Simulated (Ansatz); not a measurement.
Energy difference R1 + 2 R2 → P1 + 2 P2, each structure at its B3LYP-D3(BJ)/def2-TZVP stationary point, reached from a drawn start (curvature not checked).
R1, Cl2MoO2 (SMILES [O]=[Mo](=[O])([Cl])[Cl]) (charge 0, multiplicity 1):
```xyz
5

Mo     0.111     0.000     0.000
O      1.108     0.953     0.953
O      1.108    -0.953    -0.953
Cl    -1.163     1.319    -1.319
Cl    -1.163    -1.319     1.319
```
P1, Cl2Mo (SMILES [Cl][Mo][Cl]) (charge 0, multiplicity 5):
```
atom    x (Å)   y (Å)    z (Å)
----  -------  ------  -------
Mo     0.0000  0.0000  -0.6255
Cl     2.0750  0.0000   0.3127
Cl    -2.0750  0.0000   0.3127
```
R2, H2 (SMILES [H][H]) (charge 0, multiplicity 1):
```xyz
2

H      0.000     0.000     0.372
H      0.000     0.000    -0.372
```
P2, H2O (SMILES O) (charge 0, multiplicity 1, Z-matrix in Å and degrees):
```
O
H 1 0.9627
H 1 0.9627 2 105.24
```

P less R. No zero-point or thermal terms; singlets are restricted closed shells; open shells are unrestricted; no spin–orbit coupling. The spin states of the d-block species are the ones drawn and need not be the lowest.

Frozen-core correlation throughout.

Run with Ansatz (Gaussian basis) for Hartree–Fock, density functionals and correlated methods. All values are computed, each at the level named. Elements past Kr take the def2 small-core potentials, without spin–orbit coupling.

Problem. Estimate the reaction energy that CCSD(T)/def2-SVP returns for this input.

Solution. 57.2 kcal/mol

Problem. What is the computed reaction energy (CCSD(T)/def2-QZVPP)?

Solution. 53.4 kcal/mol

Problem. Predict the reaction energy from CCSD(T)/def2-TZVPP.

Solution. 54.5 kcal/mol

Ansatz is a quantum-chemistry and plane-wave program.
